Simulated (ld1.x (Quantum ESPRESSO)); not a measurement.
## Which setting gave this result? (I (Z = 53), TM)

Base potential:

- Element: iodine (I)
- Generator: ld1.x (Quantum ESPRESSO) 7.5
- Type: norm-conserving Troullier–Martins (Kleinman–Bylander form)
- Functional: PBE
- Relativity: scalar-relativistic
- Frozen core: [Kr]
- Valence charge: 17
- Reference configuration: 4d10 5s2 5p3.5 (charge +1.5)
- Partial waves: 5s (bound): rc 1.35 bohr; 4d (bound): rc 1.20 bohr; 5p (bound): rc 2.10 bohr
- Local potential: the p channel
- Core correction: a·sin(br)/r model core, default radius (core density twice the valence density)

Cutoffs, loose and tight: the cutoffs (Ry, on a coarse ladder) from which the occupation-weighted sum of valence levels, in a spherical-Bessel basis at the reference potential, stays within 10 and 1 mRy of its value at 400 Ry. They do not see the model core or the augmentation charge, which bear on the density cutoff. Test errors are all-electron minus pseudo excitation energies from the reference, over the configurations 4d10 5s2 5p5; 4d10 5s2 5p4; 4d10 5s2 5p3; 4d10 5s2 5p4.5; 4d10 5s2 5p2; 4d9 5s2 5p5; 4d9 5s2 5p6; variants that change the core or the reference have their own tests. The largest error is taken over the tests solved by every variant that gives reliable tests at all, those not shown here included: 4d10 5s2 5p3; 4d10 5s2 5p4; 4d10 5s2 5p4.5; 4d10 5s2 5p5.

Only the scale of all radii but the core radius (base = 1) is moved (2 further runs of the sweep failed or gave no value and are left out):

```json
{"scale of all radii but the core radius (base = 1)": "0.86", "cutoff, loose": "180 Ry", "cutoff, tight": "260 Ry", "bound ghosts": "none", "largest test error (meV)": "+11", "median size of the test errors": "6.9 meV"}
{"scale of all radii but the core radius (base = 1)": "1", "cutoff, loose": "120 Ry", "cutoff, tight": "200 Ry", "bound ghosts": "none", "largest test error (meV)": "-671", "median size of the test errors": "7.8 meV"}
{"scale of all radii but the core radius (base = 1)": "1.17", "cutoff, loose": "110 Ry", "cutoff, tight": "180 Ry", "bound ghosts": "none", "largest test error (meV)": "+19", "median size of the test errors": "11.4 meV"}
{"scale of all radii but the core radius (base = 1)": "1.26", "cutoff, loose": "100 Ry", "cutoff, tight": "180 Ry", "bound ghosts": "s", "largest test error (meV)": "+31", "median size of the test errors": "31.1 meV"}
```

Problem. One more run gave cutoff, loose: 110 Ry; cutoff, tight: 180 Ry; bound ghosts: none; largest test error (meV): +15; median size of the test errors: 9.2 meV. Which value of the scale of all radii but the core radius (base = 1) was used?

Solution. 1.1. The median size of the test errors moves one way along this sweep, from 6.9 meV at 0.86 to 31.1 meV at 1.26, which places the run between 1 and 1.17.
